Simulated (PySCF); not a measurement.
Species: C3H5F2O2 (charge -1).
Bonds: O1–C2, C2–C3, C3–O4, O4–C5, C5–F6, C5–F7. Hydrogens: H8, H9 on C2; H10, H11 on C3; H12 on C5.

The geometry is computed with GFN2-xTB (gas phase).

(1) What internal coordinates does the optimisation give?

Results:

(1) 
| bond | length (Å) | order |
| --- | --- | --- |
| O1–C2 | 1.316 | single |
| C2–C3 | 1.567 | single |
| C3–O4 | 1.440 | single |
| O4–C5 | 1.348 | single |
| C5–F6 | 1.388 | single |
| C5–F7 | 1.368 | single |
| C2–H8, C2–H9 | 1.137 | single |
| C3–H10, C3–H11 | 1.095 | single |
| C5–H12 | 1.124 | single |

Bonds in one row agree within 0.01 Å and their mean is given. Orders are formal, as drawn. A selection of angles:
| angle | degrees |
| --- | --- |
| O1–C2–C3 | 114.3 |
| O1–C2–H8 | 114.0 |
| C3–C2–H8 | 104.0 |
| C3–C2–H9 | 104.6 |
| H8–C2–H9 | 104.6 |
| C2–C3–O4 | 112.8 |
| C2–C3–H10 | 109.1 |
| C2–C3–H11 | 111.9 |
| O4–C3–H10 | 108.7 |
| O4–C3–H11 | 104.3 |
| H10–C3–H11 | 109.8 |
| C3–O4–C5 | 113.2 |
| O4–C5–F6 | 110.1 |
| O4–C5–H12 | 113.1 |
| F6–C5–F7 | 102.5 |
| F6–C5–H12 | 110.4 |
| F7–C5–H12 | 110.8 |

Dihedral angles: O1–C2–C3–O4 -70° (synclinal); C2–C3–O4–C5 47° (synclinal); C3–O4–C5–F6 109° (anticlinal). The mirror-image conformer, all signs reversed, is as good.

Of the pairs four or more bonds apart, O1···H12 is among the closest relative to their van der Waals radii: 1.76 Å, 65 % of the sum of Bondi's values. The C–O distances run from 1.316 Å (O1–C2, drawn single) to 1.440 Å (C3–O4, drawn single), a spread of 0.124 Å.

Point group: C1 (no symmetry element, even within 0.4 Å). Whether it is a minimum is left open (no frequencies).
